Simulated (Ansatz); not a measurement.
Frontier orbitals of `[OH][Ti]([F])([F])[Cl]`.

Cartesian coordinates in Å:
```
O 0.563 -0.789 -0.966
Ti -0.034 0.159 0.389
F 1.153 0.124 1.667
F -1.543 -0.516 0.948
Cl -0.398 2.220 -0.260
H 0.259 -1.197 -1.779
```

Charge 0, multiplicity 1. Correlated methods include outer-core shells of Ti, which these sets cover unevenly. Scalar relativity is left out up to krypton. All single points use the PBE0-D4/def2-TZVP geometry. It is one conformer, not always the lowest. Basis def2-TZVPP, Ansatz 0.2.0.

```tsv
functional	HOMO (eV)	LUMO (eV)	gap (eV)
LDA (SPW92)	-8.34	-4.04	4.30
PBE	-8.14	-3.78	4.36
BLYP	-8.00	-3.70	4.30
r2SCAN	-8.53	-3.75	4.78
PBE0	-9.62	-2.86	6.76
B3LYP	-9.35	-3.16	6.19
r2SCAN0	-9.89	-2.83	7.06
CAM-B3LYP	-11.00	-1.77	9.23
ωB97X-V	-12.01	-0.59	11.42
ωB97M-V	-11.87	-0.58	11.29
HF	-13.10	1.53	14.63
```

From PBE to PBE0 the HOMO moves by −1.48 eV and the LUMO by +0.91 eV, and with ωB97M-V by −3.73 and +3.19 eV, so the gap grows from 4.37 to 11.29 eV with exact exchange.

B3LYP here is the variant with VWN-RPA as its local correlation; programs differ in this.
